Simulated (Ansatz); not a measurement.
`CB(O)Br` + `O[SiH](O)S` → `OB(O)Br` + `C[SiH](O)S`  (redistribution)

Computed with Ansatz on PBE0-D4/def2-TZVP structures; ΔE is electronic, products minus reactants. CCSD(T)/CBS adds triple-zeta CCSD(T) − MP2 to the extrapolated MP2 energy (def2 sets, frozen cores). DFT in def2-TZVPP. For Br outer-core shells are correlated without core-valence functions, which leaves a few kJ/mol of doubt a bond. Scalar relativity is left out up to krypton. Each species was taken in one conformer, which may not be the lowest.

```json
{"level": "revPBE-D4", "ΔE (kJ/mol)": "-16.2"}
{"level": "RPA@PBE/def2-TZVPP", "ΔE (kJ/mol)": "-12.2"}
```

(1) What does CCSD(T)/CBS give? (Best estimate.)

Largest T1 diagnostic among the species: 0.011.

Answers

(1) The calculation gave: -9.4 kJ/mol. The listed levels differ from it by -6.8, -2.8 kJ/mol.

Leaving LDA and LC-ωPBE aside and taking each functional with its dispersion term where it has one, the values, not all of them listed here, spread over 5.1 kJ/mol, from revPBE-D4 to B2PLYP. At CCSD(T), def2-SVP lies −25.1 kJ/mol from the extrapolated value and def2-TZVPP −2.6 kJ/mol.
